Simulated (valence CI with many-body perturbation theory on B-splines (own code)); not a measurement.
# Level structure of Ba⁴³⁺

Method: relativistic CI+MBPT: three valence electrons over a frozen Dirac-Fock core [Ne], a basis of 11 s, 11 p, 10 d, 8 f, 5 g, 2 h functions for each j, with the one-electron correlation potential Σ1 (screened to all orders), the two-electron term Σ2, the three-electron term Σ3, Breit, model QED; selected single and double excitations, second order for the rest, scaled by the run's own slope (own B-spline code, finite nucleus).

The last digits are not significant, and no measured levels were compared; by estimate large intervals hold to a few tenths of a per cent, small ones and those within an open d or f shell to about a per cent.

Levels 46 to 90 of 156, with energies above the lowest level, (3s^2 3p1/2) J=1/2. "Leading %" is the weight of the configuration and term that name the level; weights of strongly mixed levels are sums over their largest components and can fall short. In the jj column 3d3/2^4 stands for four electrons in 3d with j = 3/2. Lifetimes count E1, E2, E3, M1 and M2 decay at the calculated energies, and are blank where another channel may lead or the interval is too uncertain; long ones can be off by a factor of two.

```csv
No.,Configuration,Term,J,E (eV),Leading %,Second component,Lifetime,Leading jj
46,3p²3d,²G,7/2,560.28,39,31 % 3p²3d ²F,5.45 ps,3p1/2 3p3/2 3d3/2 (87 %)
47,3p²3d,²D,3/2,577.66,42,17 % 3p²3d ²P,1.88 ps,3p1/2 3p3/2 3d3/2 (82 %)
48,3p²3d,⁴D,7/2,577.87,44,38 % 3p²3d ⁴F,4.55 ps,3p1/2 3p3/2 3d5/2 (98 %)
49,3p²3d,⁴P,5/2,578.14,34,25 % 3p²3d ⁴F,2.03 ps,3p1/2 3p3/2 3d3/2 (66 %)
50,3p²3d,⁴P,1/2,581.66,37,29 % 3p²3d ²P,2.02 ps,3p1/2 3p3/2 3d3/2 (88 %)
51,3p²3d,²G,9/2,584.20,56,38 % 3p²3d ⁴F,7.27 ps,3p1/2 3p3/2 3d5/2 (94 %)
52,3p²3d,²P,3/2,586.57,48,31 % 3p²3d ⁴P,3.38 ps,3p1/2 3p3/2 3d5/2 (85 %)
53,3p²3d,²D,5/2,589.15,42,28 % 3p²3d ⁴D,4.02 ps,3p1/2 3p3/2 3d5/2 (84 %)
54,3p²3d,²F,7/2,597.75,42,30 % 3p²3d ²G,4.50 ps,3p1/2 3p3/2 3d5/2 (75 %)
55,3s3d²,⁴F,3/2,603.10,79,10 % 3s3d² ²D,1.88 ps,3s 3d3/2^2 (80 %)
56,3p²3d,²F,5/2,603.18,39,29 % 3p²3d ²D,2.55 ps,3p1/2 3p3/2 3d5/2 (76 %)
57,3p²3d,²P,1/2,608.13,52,32 % 3p²3d ²S,3.77 ps,3p1/2 3p3/2 3d5/2 (87 %)
58,3s3d²,⁴F,5/2,610.07,74,11 % 3s3d² ²D,1.60 ps,3s 3d3/2^2 (66 %)
59,3p²3d,²D,3/2,610.22,58,9 % 3p²3d ²P,2.53 ps,3p1/2 3p3/2 3d5/2 (80 %)
60,3s3d²,⁴P,1/2,623.33,80,11 % 3s3d² ²S,1.45 ps,3s 3d3/2^2 (74 %)
61,3s3d²,⁴F,7/2,624.05,94,,2.39 ps,3s 3d3/2 3d5/2 (87 %)
62,3s3d²,⁴P,5/2,630.17,33,26 % 3s3d² ²D,2.05 ps,3s 3d3/2 3d5/2 (79 %)
63,3s3d²,⁴F,9/2,632.98,70,26 % 3s3d² ²G,2.97 ps,3s 3d3/2 3d5/2 (68 %)
64,3s3d²,⁴P,3/2,633.07,86,9 % 3s3d² ²D,2.24 ps,3s 3d3/2 3d5/2 (96 %)
65,3s3d²,²G,7/2,640.53,55,27 % 3s3d² ²F,3.01 ps,3s 3d3/2 3d5/2 (81 %)
66,3s3d²,²D,3/2,641.02,42,18 % 3s3d² ²P,2.05 ps,3s 3d3/2 3d5/2 (63 %)
67,3s3d²,²F,5/2,641.49,40,40 % 3s3d² ⁴P,1.95 ps,3s 3d3/2 3d5/2 (69 %)
68,3s3d²,²P,1/2,645.39,44,17 % 3p²3d ⁴P,1.73 ps,3s 3d3/2 3d5/2 (50 %)
69,3s3d²,²G,9/2,650.92,59,29 % 3s3d² ⁴F,4.06 ps,3s 3d5/2^2 (68 %)
70,3s3d²,²G,7/2,657.85,32,27 % 3s3d² ²F,4.59 ps,3s 3d5/2^2 (55 %)
71,3s3d²,²D,5/2,660.00,49,24 % 3s3d² ⁴P,3.06 ps,3s 3d5/2^2 (83 %)
72,3s3d²,²P,3/2,666.59,44,26 % 3s3d² ²D,3.25 ps,3s 3d5/2^2 (69 %)
73,3p²3d,²D,3/2,672.61,44,12 % 3p²3d ²P,1.29 ps,3p3/2^2 3d3/2 (81 %)
74,3s3d²,²S,1/2,675.61,55,28 % 3p²3d ²P,2.76 ps,3s 3d5/2^2 (54 %)
75,3p²3d,²D,5/2,677.48,27,18 % 3p²3d ²F,1.29 ps,3p3/2^2 3d3/2 (70 %)
76,3p²3d,²F,7/2,683.48,59,28 % 3p²3d ²G,1.48 ps,3p3/2^2 3d3/2 (76 %)
77,3p²3d,⁴F,9/2,685.36,46,43 % 3p²3d ²G,2.34 ps,3p3/2^2 3d5/2 (87 %)
78,3p²3d,²P,1/2,687.14,30,28 % 3p²3d ⁴P,1.13 ps,3p3/2^2 3d3/2 (66 %)
79,3p²3d,²F,7/2,693.06,38,32 % 3s3d² ²F,1.70 ps,3p3/2^2 3d5/2 (56 %)
80,3p²3d,²D,3/2,694.98,64,9 % 3p²3d ²P,1.31 ps,3p3/2^2 3d3/2 (84 %)
81,3p3d²,⁴G°,5/2,700.17,60,31 % 3p3d² ²F°,9.00 ps,3p1/2 3d3/2^2 (98 %)
82,3p²3d,²S,1/2,703.84,30,26 % 3s3d² ²S,1.58 ps,3p3/2^2 3d5/2 (56 %)
83,3p²3d,²D,5/2,705.53,78,13 % 3p²3d ⁴D,2.16 ps,3p3/2^2 3d5/2 (96 %)
84,3p²3d,²D,5/2,719.24,49,36 % 3p²3d ²F,1.44 ps,3p3/2^2 3d5/2 (82 %)
85,3p²3d,²P,3/2,720.14,46,24 % 3p²3d ²D,1.36 ps,3p3/2^2 3d5/2 (79 %)
86,3p3d²,⁴G°,7/2,726.95,66,10 % 3p3d² ⁴F°,9.83 ps,3p1/2 3d3/2 3d5/2 (97 %)
87,3p3d²,⁴F°,3/2,727.47,48,32 % 3p3d² ²D°,1.84 ps,3p1/2 3d3/2^2 (82 %)
88,3p3d²,⁴D°,1/2,727.94,50,30 % 3p3d² ²P°,2.85 ps,3p1/2 3d3/2^2 (93 %)
89,3p3d²,²D°,5/2,730.86,27,20 % 3p3d² ⁴F°,6.85 ps,3p1/2 3d3/2 3d5/2 (97 %)
90,3p3d²,⁴D°,3/2,736.93,42,18 % 3p3d² ²D°,4.49 ps,3p1/2 3d3/2 3d5/2 (84 %)
```
